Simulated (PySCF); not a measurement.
PySCF job for prop-2-enylboronamidic acid (C3H8BNO), SMILES C=CCB(N)O, TDDFT-B3LYP/def2-SVPD. The structure is a stationary point at PBE-D3(BJ)/def2-SVP. The values are those of a single conformer.

```python
import numpy as np
from pyscf import gto, scf, dft, tdscf

mol = gto.M(
    atom='''
    C     2.21541998    0.09340703    1.19942236
    C     1.26738551   -0.71606561    0.68662238
    C     0.56668067   -0.53691478   -0.62406121
    B    -0.88495056    0.12540183   -0.48532032
    N    -1.17743546    0.93540010    0.63735882
    O    -1.78266698   -0.12307657   -1.50726125
    H     2.60212271    0.95620181    0.63004900
    H     2.65205146   -0.08589714    2.19443106
    H     0.92207764   -1.56701316    1.30439113
    H     1.15899326    0.12114025   -1.29907295
    H     0.44798187   -1.50613521   -1.15387679
    H    -0.46718292    1.08348927    1.35633809
    H    -2.05141351    1.43247386    0.80443850
    H    -2.63341057    0.33298329   -1.38541945
    ''',
    basis='def2-SVPD',
    charge=0,
    spin=0,
    max_memory=1600,
    verbose=4,
)
mf = dft.RKS(mol, xc='b3lyp').density_fit(auxbasis='def2-universal-jkfit')
mf.grids.level = 3
mf.conv_tol = 1e-9
mf.max_cycle = 100
mf.kernel()
mf.grids = dft.Grids(mol).set(level=1).build(with_non0tab=True)  # coarser grid for the response kernel
td = tdscf.TDDFT(mf)
td.singlet = True
td.nstates = 10
td.conv_tol = 1e-4
td.positive_eig_threshold = 1e-6
td.kernel(x0=td.get_init_guess(mf, 15))
td.analyze()
tt = tdscf.TDA(mf)
tt.singlet = False
tt.nstates = 4
tt.conv_tol = 1e-4
tt.positive_eig_threshold = 1e-6
tt.kernel(x0=tt.get_init_guess(mf, 9))
tt.analyze(verbose=3)
```

Output:

```
PySCF version 2.14.0

[INPUT] verbose = 4
[INPUT] num. atoms = 14
[INPUT] num. electrons = 46
[INPUT] charge = 0
[INPUT] spin (= nelec alpha-beta = 2S) = 0
[INPUT] symmetry False subgroup None
[INPUT] Mole.unit = angstrom
[INPUT] Symbol           X                Y                Z      unit          X                Y                Z       unit  Magmom
[INPUT]  1 C      2.215419980000   0.093407030000   1.199422360000 AA    4.186537013089   0.176513704809   2.266579768079 Bohr   0.0
[INPUT]  2 C      1.267385510000  -0.716065610000   0.686622380000 AA    2.395011508142  -1.353167890120   1.297528249197 Bohr   0.0
[INPUT]  3 C      0.566680670000  -0.536914780000  -0.624061210000 AA    1.070871266385  -1.014621886431  -1.179304771865 Bohr   0.0
[INPUT]  4 B     -0.884950560000   0.125401830000  -0.485320320000 AA   -1.672314192180   0.236975114219  -0.917122487486 Bohr   0.0
[INPUT]  5 N     -1.177435460000   0.935400100000   0.637358820000 AA   -2.225030548751   1.767650005891   1.204433612876 Bohr   0.0
[INPUT]  6 O     -1.782666980000  -0.123076570000  -1.507261250000 AA   -3.368752363506  -0.232581009651  -2.848310960670 Bohr   0.0
[INPUT]  7 H      2.602122710000   0.956201810000   0.630049000000 AA    4.917299264411   1.806959540713   1.190620055056 Bohr   0.0
[INPUT]  8 H      2.652051460000  -0.085897140000   2.194431060000 AA    5.011650927653  -0.162322069483   4.146873702639 Bohr   0.0
[INPUT]  9 H      0.922077640000  -1.567013160000   1.304391130000 AA    1.742474205185  -2.961225705989   2.464941995012 Bohr   0.0
[INPUT] 10 H      1.158993260000   0.121140250000  -1.299072950000 AA    2.190179841617   0.228921895161  -2.454892091331 Bohr   0.0
[INPUT] 11 H      0.447981870000  -1.506135210000  -1.153876790000 AA    0.846563043071  -2.846183053464  -2.180511114592 Bohr   0.0
[INPUT] 12 H     -0.467182920000   1.083489270000   1.356338090000 AA   -0.882847768875   2.047497979205   2.563107522416 Bohr   0.0
[INPUT] 13 H     -2.051413510000   1.432473860000   0.804438500000 AA   -3.876609702133   2.706983275999   1.520168449056 Bohr   0.0
[INPUT] 14 H     -2.633410570000   0.332983290000  -1.385419450000 AA   -4.976424750835   0.629247222157  -2.618063328146 Bohr   0.0

nuclear repulsion = 214.617370714841
number of shells = 81
number of NR pGTOs = 263
number of NR cGTOs = 187
basis = def2-SVPD
ecp = {}


[settings echo left out]
init E= -274.218898514109
  HOMO = -0.301687235342581  LUMO = -0.0784861332709492  gap/eV = 6.07361
cycle= 1 E= -273.744271342941  delta_E= 0.475  |g|= 0.779  |ddm|= 5.98
  HOMO = -0.162960033298735  LUMO = 0.00575099805185442  gap/eV = 4.59086
cycle= 2 E= -273.570884081078  delta_E= 0.173  |g|= 1.22  |ddm|= 2.21
  HOMO = -0.24146002105694  LUMO = -0.0115940637657177  gap/eV = 6.25497
cycle= 3 E= -273.871473898843  delta_E= -0.301  |g|= 0.137  |ddm|= 1.24
  HOMO = -0.256174750833785  LUMO = -0.0103418445346821  gap/eV = 6.68945
cycle= 4 E= -273.87508616497  delta_E= -0.00361  |g|= 0.0455  |ddm|= 0.179
  HOMO = -0.253507730867196  LUMO = -0.00900392851325194  gap/eV = 6.65329
cycle= 5 E= -273.875507020493  delta_E= -0.000421  |g|= 0.0139  |ddm|= 0.0581
  HOMO = -0.252208604302393  LUMO = -0.00924578274603105  gap/eV = 6.61136
cycle= 6 E= -273.875550678939  delta_E= -4.37e-05  |g|= 0.00297  |ddm|= 0.0196
  HOMO = -0.252469990063579  LUMO = -0.00933603965651963  gap/eV = 6.61601
cycle= 7 E= -273.875552765795  delta_E= -2.09e-06  |g|= 0.000515  |ddm|= 0.00493
  HOMO = -0.252479062673618  LUMO = -0.00933862270658237  gap/eV = 6.61619
cycle= 8 E= -273.875552811814  delta_E= -4.6e-08  |g|= 0.000287  |ddm|= 0.00122
  HOMO = -0.252474933561104  LUMO = -0.00934017515458363  gap/eV = 6.61603
cycle= 9 E= -273.875552831044  delta_E= -1.92e-08  |g|= 9.02e-05  |ddm|= 0.000432
  HOMO = -0.2524745894424  LUMO = -0.00933883721155615  gap/eV = 6.61606
cycle= 10 E= -273.875552833325  delta_E= -2.28e-09  |g|= 1.38e-05  |ddm|= 0.000158
  HOMO = -0.252475861301774  LUMO = -0.00933890106087754  gap/eV = 6.61609
cycle= 11 E= -273.875552833365  delta_E= -4.01e-11  |g|= 5.35e-06  |ddm|= 2.91e-05
  HOMO = -0.25247481573793  LUMO = -0.0093387200639401  gap/eV = 6.61607
Extra cycle  E= -273.875552833361  delta_E= 3.87e-12  |g|= 6.55e-06  |ddm|= 1.97e-05
converged SCF energy = -273.875552833361
tot grids = 50800
Overwritten attributes  positive_eig_threshold  of <class 'pyscf.tdscf.rks.TDDFT'>


******** <class 'pyscf.tdscf.rks.TDDFT'> for <class 'pyscf.df.df_jk.DFRKS'> ********
nstates = 10 singlet
deg_eia_thresh = 1.000e-03
wfnsym = None
conv_tol = 0.0001
eigh lindep = 1e-12
eigh level_shift = 0
eigh max_cycle = 100


Excitation energies (eV)
[5.9365958  6.35358774 6.67642037 6.87813432 6.93963804 7.29062287
 7.46427644 7.52950562 7.64730896 7.70017199]

** Singlet excitation energies and oscillator strengths **
Excited State   1:      5.93660 eV    208.85 nm  f=0.0040
      23 -> 24        0.69667
Excited State   2:      6.35359 eV    195.14 nm  f=0.0068
      22 -> 24       -0.70026
Excited State   3:      6.67642 eV    185.70 nm  f=0.2026
      23 -> 25       -0.60731
      23 -> 26        0.22541
      23 -> 27       -0.18217
      23 -> 29        0.11573
Excited State   4:      6.87813 eV    180.26 nm  f=0.0113
      22 -> 25       -0.43160
      23 -> 25       -0.12714
      23 -> 26       -0.52618
Excited State   5:      6.93964 eV    178.66 nm  f=0.0429
      22 -> 25        0.54609
      23 -> 25       -0.17800
      23 -> 26       -0.37544
      23 -> 29        0.10795
Excited State   6:      7.29062 eV    170.06 nm  f=0.0037
      23 -> 28       -0.68395
      23 -> 30        0.10056
Excited State   7:      7.46428 eV    166.10 nm  f=0.0806
      23 -> 25       -0.16978
      23 -> 27        0.15214
      23 -> 29       -0.64576
Excited State   8:      7.52951 eV    164.66 nm  f=0.0400
      23 -> 25       -0.12097
      23 -> 27        0.60949
      23 -> 29        0.17355
      23 -> 30       -0.25142
Excited State   9:      7.64731 eV    162.13 nm  f=0.0161
      22 -> 26       -0.52056
      22 -> 27       -0.11387
      23 -> 30       -0.40109
Excited State  10:      7.70017 eV    161.01 nm  f=0.0372
      22 -> 26       -0.39518
      23 -> 27        0.21782
      23 -> 28        0.11888
      23 -> 30        0.49228

** Transition electric dipole moments (AU) **
state          X           Y           Z        Dip. S.      Osc.
  1         0.0766      0.1249      0.0763      0.0273      0.0040
  2        -0.0597     -0.1567      0.1260      0.0440      0.0068
  3         0.9369      0.2764      0.5334      1.2386      0.2026
  4        -0.0084      0.2058      0.1563      0.0669      0.0113
  5        -0.0728      0.3921      0.3053      0.2523      0.0429
  6        -0.0307     -0.1271     -0.0615      0.0209      0.0037
  7         0.5340      0.2323      0.3192      0.4409      0.0806
  8         0.4636     -0.0238      0.0372      0.2169      0.0400
  9         0.1206      0.1784     -0.1991      0.0860      0.0161
 10         0.2742      0.2831      0.2048      0.1973      0.0372

** Transition velocity dipole moments (imaginary part, AU) **
state          X           Y           Z        Dip. S.      Osc.
  1         0.0185      0.0288      0.0187      0.0015      0.0047
  2        -0.0172     -0.0452      0.0348      0.0036      0.0101
  3         0.2317      0.0624      0.1271      0.0737      0.2003
  4        -0.0109      0.0556      0.0433      0.0051      0.0134
  5        -0.0232      0.1048      0.0791      0.0178      0.0465
  6        -0.0069     -0.0357     -0.0174      0.0016      0.0041
  7         0.1484      0.0611      0.0832      0.0327      0.0794
  8         0.1299     -0.0090      0.0113      0.0171      0.0412
  9         0.0403      0.0502     -0.0618      0.0080      0.0189
 10         0.0731      0.0882      0.0582      0.0165      0.0389

** Transition magnetic dipole moments (imaginary part, AU) **
state          X           Y           Z
  1         0.3853      0.5752     -0.3490
  2        -0.4019      0.1957     -0.2425
  3         0.5988     -0.0224     -0.5909
  4         0.2648      0.3394     -0.3582
  5         0.4524      0.3548     -0.3944
  6         0.1144     -0.0724      0.2525
  7        -0.0361      0.0267     -0.6088
  8         0.2196     -0.1629     -0.2125
  9         0.1717      0.0873      0.4368
 10         0.0912      0.1686      0.1264
Overwritten attributes  positive_eig_threshold  of <class 'pyscf.tdscf.rks.TDA'>


******** <class 'pyscf.tdscf.rks.TDA'> for <class 'pyscf.df.df_jk.DFRKS'> ********
nstates = 4 triplet
deg_eia_thresh = 1.000e-03
wfnsym = None
conv_tol = 0.0001
eigh lindep = 1e-12
eigh level_shift = 0
eigh max_cycle = 100


Excitation energies (eV)
[4.26592521 5.88705001 6.16773676 6.60858447]

** Triplet excitation energies and oscillator strengths **
Excited State   1:      4.26593 eV    290.64 nm  f=0.0000
Excited State   2:      5.88705 eV    210.60 nm  f=0.0000
Excited State   3:      6.16774 eV    201.02 nm  f=0.0000
Excited State   4:      6.60858 eV    187.61 nm  f=0.0000
```

The calculation finished and met its thresholds.

Cost: roughly 6 core-minutes.
